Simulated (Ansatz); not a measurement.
System: CClFI (charge 0, doublet). It need not be the lowest isomer of its formula. SMILES: [C](F)(Cl)I
Geometry from a B3LYP-D3(BJ)/def2-TZVP (Ansatz, a quantum-chemistry and plane-wave program) optimisation:
```
C
F 1 1.3291
Cl 1 1.7227 2 112.60
I 1 2.1123 2 113.83 3 138.85
```
Charge 0, spin multiplicity 2.

Property: atomisation energy (electronic, to ground-state atoms), in kcal/mol. Cores are frozen in the correlated levels unless marked. UHF or UKS for open shells. Spin-orbit coupling is left out. Frozen are the shells of the preceding noble gas and the d and f shells that filled before the atom's block. Past Kr the def2 sets carry scalar-relativistic core potentials. The coupled-cluster limit lacks core correlation, which all-electron functionals hold. CBS(X,Y): correlation extrapolated as X^-3; Hartree-Fock from the larger set. The bracket is a focal-point correction in the basis named.

```
level                         program  atomisation energy (kcal/mol)
---------------------  --------------  -----------------------------
SVWN5/def2-TZVPD               Ansatz                          328.1
PBE0-D3(BJ)/def2-TZVP  Ansatz + dftd3                          260.0
```

**Question.** Estimate the value at RI-MP2/CBS(def2-TZVPP,def2-QZVPP)+[CCSD(T)-MP2]/def2-TZVPP as computed with Ansatz.

**Answer.** 248.9 kcal/mol, so PBE0-D3(BJ)/def2-TZVP differs from it by 11.1 kcal/mol.
